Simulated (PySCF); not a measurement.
Geometry:
```json
{"atom": "Si1", "x (Å)": "0.356", "y (Å)": "0.584", "z (Å)": "0.268"}
{"atom": "C2", "x (Å)": "0.252", "y (Å)": "0.534", "z (Å)": "2.143"}
{"atom": "C3", "x (Å)": "1.318", "y (Å)": "0.539", "z (Å)": "2.953"}
{"atom": "H4", "x (Å)": "-0.743", "y (Å)": "0.460", "z (Å)": "2.603"}
{"atom": "H5", "x (Å)": "2.337", "y (Å)": "0.615", "z (Å)": "2.556"}
{"atom": "H6", "x (Å)": "1.226", "y (Å)": "0.474", "z (Å)": "4.044"}
{"atom": "C7", "x (Å)": "2.150", "y (Å)": "0.503", "z (Å)": "-0.279"}
{"atom": "C8", "x (Å)": "2.787", "y (Å)": "1.489", "z (Å)": "-0.923"}
{"atom": "H9", "x (Å)": "2.705", "y (Å)": "-0.427", "z (Å)": "-0.087"}
{"atom": "H10", "x (Å)": "2.291", "y (Å)": "2.441", "z (Å)": "-1.141"}
{"atom": "H11", "x (Å)": "3.827", "y (Å)": "1.396", "z (Å)": "-1.255"}
{"atom": "C12", "x (Å)": "-0.442", "y (Å)": "2.156", "z (Å)": "-0.378"}
{"atom": "C13", "x (Å)": "-0.891", "y (Å)": "3.150", "z (Å)": "0.399"}
{"atom": "H14", "x (Å)": "-0.578", "y (Å)": "2.255", "z (Å)": "-1.464"}
{"atom": "H15", "x (Å)": "-0.784", "y (Å)": "3.119", "z (Å)": "1.490"}
{"atom": "H16", "x (Å)": "-1.379", "y (Å)": "4.041", "z (Å)": "-0.014"}
{"atom": "Si17", "x (Å)": "-0.794", "y (Å)": "-1.278", "z (Å)": "-0.597"}
{"atom": "C18", "x (Å)": "-2.590", "y (Å)": "-1.206", "z (Å)": "-0.020"}
{"atom": "C19", "x (Å)": "-0.726", "y (Å)": "-1.229", "z (Å)": "-2.484"}
{"atom": "C20", "x (Å)": "0.020", "y (Å)": "-2.860", "z (Å)": "0.036"}
{"atom": "H21", "x (Å)": "-3.171", "y (Å)": "-2.055", "z (Å)": "-0.416"}
{"atom": "H22", "x (Å)": "-3.071", "y (Å)": "-0.275", "z (Å)": "-0.357"}
{"atom": "H23", "x (Å)": "-2.653", "y (Å)": "-1.239", "z (Å)": "1.080"}
{"atom": "H24", "x (Å)": "-1.225", "y (Å)": "-0.329", "z (Å)": "-2.874"}
{"atom": "H25", "x (Å)": "0.316", "y (Å)": "-1.219", "z (Å)": "-2.839"}
{"atom": "H26", "x (Å)": "-1.227", "y (Å)": "-2.110", "z (Å)": "-2.919"}
{"atom": "H27", "x (Å)": "1.063", "y (Å)": "-2.936", "z (Å)": "-0.311"}
{"atom": "H28", "x (Å)": "0.027", "y (Å)": "-2.882", "z (Å)": "1.137"}
{"atom": "H29", "x (Å)": "-0.521", "y (Å)": "-3.751", "z (Å)": "-0.322"}
```

- GIAO B3LYP/pcSseg-1 shieldings
- geometry: PBE0-D3(BJ)/def2-SVP
- program: PySCF 2.14.0 with density-fitted response routines
- one conformer, relativity neglected, averaged over atoms made equivalent by symmetry, fast rotation or ring inversion, in vacuum

References, each an isolated molecule treated in the same way: ¹³C (σref 179.24), ¹H (σref 31.38), ²⁹Si (σref 337.86) vs TMS.

```csv
atoms,nucleus,count,δ (ppm)
Si1,²⁹Si,1,-26.8
H5/H6/H10/H11/H15/H16,¹H,6,?
C3/C8/C13,¹³C,3,144.8
C2/C7/C12,¹³C,3,143.2
H4/H9/H14,¹H,3,6.31
C18/C19/C20,¹³C,3,-2.2
Si17,²⁹Si,1,?
H21/H22/H23/H24/H25/H26/H27/H28/H29,¹H,9,0.12
```

**Question.** Estimate the values marked ?.

**Answer.** 
- H5/H6/H10/H11/H15/H16: 6.14 ppm, hydrogen on a carbon bonded to C
- Si17: -17.2 ppm, silicon bonded to 3 C, Si

Shifts are as computed. Against solution values, carbons near 30 ppm lie about +2 ppm off and those near 130 ppm about +6 ppm. Of 1309 compounds with measured shifts, 239 miss one by over three times the rms of a fit or turn the order of signals round; such compounds aren't used in these exercises.
